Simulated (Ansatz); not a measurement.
Molecule: C₃H₉BN, net charge 0, doublet state. It need not be the lowest isomer of its formula. SMILES: B(C)(N[CH2])C
Coordinates optimised at B3LYP-D3(BJ)/def2-TZVP (Ansatz, a quantum-chemistry and plane-wave program):
```xyz
14

C      1.9582    -0.2380    -0.6014
N      0.9205     0.4803    -0.0597
B     -0.4312     0.0803     0.1429
C     -1.4303     1.1113     0.7924
C     -0.8777    -1.3705    -0.2868
H      2.9316     0.2156    -0.6849
H      1.7790    -1.2457    -0.9341
H      1.1722     1.4157     0.2269
H     -2.2794     1.2971     0.1255
H     -0.9865     2.0792     1.0410
H     -1.8653     0.7003     1.7100
H     -0.7120    -1.5405    -1.3564
H     -0.2964    -2.1394     0.2338
H     -1.9321    -1.5622    -0.0835
```
Charge 0, spin multiplicity 2.

Parts of the frozen-core correlation energy in 6-31G (Ansatz, hartree). Frozen orbitals: 5; correlated occupied orbitals by spin: 15 and 14; virtual: 43 and 44. Open shells are spin-unrestricted. Spin-orbit coupling is left out. No relativistic terms.

```tsv
term	value
reference (HF)	-197.91902
MP2 opposite-spin	-0.32274
MP2 same-spin	-0.08967
CCSD correlation	-0.46931
(T)	-0.01107
T1 diagnostic	0.016
largest doubles amplitude	0.040
<S^2> of the reference	0.763
```
